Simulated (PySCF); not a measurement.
**Simulated absorption spectrum**

C7H13B.
InChI=1S/C7H13B/c1-2-7-4-3-5-8-6-7/h2,7-8H,1,3-6H2/t7-/m1/s1

Method: TDDFT CAM-B3LYP/def2-SVPD, vertical, gas phase, core orbitals frozen in the response (PySCF). One conformer (not necessarily the lowest) at the PBE0-D3(BJ)/def2-SVP geometry, without solvent, vibrations or thermal averaging.

Computed states:

| state | E (eV) | f |
| --- | --- | --- |
| S1 | 5.83 | 0.0023 |
| S2 | 5.91 | 0.0017 |
| S3 | 6.86 | 0.024 |
| S4 | 7.25 | 0.026 |
| S5 | 7.43 | 0.417 |
| S6 | 7.70 | 0.014 |
| S7 | 7.74 | 0.0029 |
| S8 | 7.85 | 0.0087 |
| S9 | 7.88 | 0.036 |
| S10 | 7.92 | 0.0078 |

Broadening: Gaussians 0.25 eV wide at half height, area fixed by f = 4.319×10⁻⁹ ∫ε dν̃. The width is an assumption, not a result. The curve ends short of the highest state used, and states not computed would add to its high-energy end.

(1) What does the envelope look like, and where are its maxima?

(2) Coming from long wavelengths, where does ε first pass 100 L mol⁻¹ cm⁻¹?

(3) On this curve, what absorbance would a 10⁻⁴ mol/L sample give at 222 nm over a 1 cm path?

Answers

(1) 
λ (nm), ε (L mol⁻¹ cm⁻¹) and a bar:
```
    169.5      27705 ##############################
    170.8      15391 #################
    172.1       7360 ########
    173.5       3047 ###
    174.8       1412 ##
    176.2       1013 #
    177.5       1371 #
    178.8       2014 ##
    180.2       2525 ###
    181.5       2503 ###
    182.9       1962 ##
    184.2       1270 #
    185.5        678 #
    186.9        281 
    188.2        103 
    189.6         29 
    190.9          8 
    192.2          2 
    193.6          0 
    194.9          0 
    196.3          0 
    197.6          0 
    198.9          2 
    200.3          6 
    201.6         16 
    203.0         39 
    204.3         77 
    205.6        136 
    207.0        218 
    208.3        299 
    209.7        371 
    211.0        405 
    212.3        398 
    213.7        349 
    215.0        279 
    216.4        197 
    217.7        130 
    219.0         78 
    220.4         41 
    221.7         21 
    223.1          9 
    224.4          4 
    225.7          1 
    227.1          1
```

Maxima: 211 nm (5.86 eV), ε about 410, made up of S1 (58%) and S2 (42%); 181 nm (6.86 eV), ε about 2600, made up of S3 (100%) (ε in L mol⁻¹ cm⁻¹; maxima over ε = 5, shares over 10%). At its high-energy end, 7.32 eV, the curve is still rising (ε about 29000, from S5).

(2) At about 218 nm (5.68 eV), 0.16 eV below S1.

(3) 222 nm is 5.585 eV, where ε is about 17 L mol⁻¹ cm⁻¹, so A = ε c l ≈ 0.0017 (Beer–Lambert, with the gas-phase spectrum and the assumed width).

The vertical ionisation energy (ΔSCF) is 9.41 eV, 1.50 eV above S10.
